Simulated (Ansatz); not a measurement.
A run for Ansatz (a quantum-chemistry and plane-wave program): R-B2PLYP/def2-TZVPP on S2 (SMILES S=S), 2S+1 = 1, a spin state set in the input, which need not be the lowest.

Ansatz 0.2 input:
```yaml
crystal:
  periodic: [false, false, false]
  atoms:
    - {symbol: S, position_ang: [-0.00000000, -0.00000000, -0.95219372]}
    - {symbol: S, position_ang: [0.00000000, 0.00000000, 0.95219372]}
basis:
  gaussian:
    orbitals: def2-TZVPP
hamiltonian:
  xc: {name: B2PLYP}
magnetization: {spin_polarized: false}
correlation: {electrons: outside_noble_gas}
```

**Question.** Give the final energy of this run.

**Answer.** -796.1090 hartree.
